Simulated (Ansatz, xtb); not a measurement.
Two isomers of C6H3Cl3

Structure I is `C=C1C(Cl)=C(Cl)/C1=C/Cl`, a singlet and structure II is `Cl/C=C1C=C(Cl)C/1=C/Cl`, a singlet. Both are isolated molecules in the gas phase, relaxed with B3LYP/def2-SVP.

Quicker runs give these differences E(II) − E(I): GFN2-xTB +12.6 kJ/mol; HF/STO-3G +14.9 kJ/mol (at GFN2-xTB geometries); r2SCAN-D4/def2-SVP +20.4 kJ/mol (at GFN2-xTB geometries).

Q: Estimate E(II) − E(I) at the level CCSD(T)/def2-SVP + ΔMP2/def2-TZVPP.

A: Calculated at CCSD(T)/def2-SVP + ΔMP2/def2-TZVPP: E(II) − E(I) = +20.2 kJ/mol, so structure I lies lower.

Level by level:

| level | geometry | E(II) − E(I) (kJ/mol) | departure from the last row (kJ/mol) | job, with rough time for the two |
| --- | --- | --- | --- | --- |
| GFN2-xTB | GFN2-xTB | +12.6 | −7.5 | optimisation, 0.24 s |
| HF/STO-3G | GFN2-xTB | +14.9 | −5.2 | single point, 0.6 s |
| r2SCAN-D4/def2-SVP | GFN2-xTB | +20.4 | +0.2 | single point, 5.1 s |
| B3LYP/def2-SVP | B3LYP/def2-SVP | +16.5 | −3.7 | optimisation, 37 s |
| HF/def2-SVP | B3LYP/def2-SVP | +17.2 | −3.0 | part of the CCSD(T) run |
| MP2/def2-SVP | B3LYP/def2-SVP | +22.4 | +2.3 | part of the CCSD(T) run |
| CCSD(T)/def2-SVP | B3LYP/def2-SVP | +19.4 | −0.8 | single point |
| CCSD(T)/def2-SVP + ΔMP2/def2-TZVPP | B3LYP/def2-SVP | +20.2 |  | single point, 1.8 min |

As drawn, both hold the same kinds of bond in the same numbers.

None of the levels shown reverses the order. The largest departure from CCSD(T)/def2-SVP + ΔMP2/def2-TZVPP is that of GFN2-xTB, 7.5 kJ/mol. The last row adds to CCSD(T) the change of the MP2 difference between the two basis sets, here +0.8 kJ/mol.

With thermal terms from frequencies at re-optimised GFN2-xTB minima (ideal gas, soft modes damped towards free rotors, one conformer each, 298.15 K, 1 atm): on the last row, ΔE + ΔZPE = +20.3, ΔH = +20.0, ΔG = +20.8 kJ/mol.

The correlated steps freeze 21 core orbitals. Codes used: Ansatz 0.2.0, xtb 6.7.1; the last row on 4 threads of Arm Neoverse V1 on a shared host.
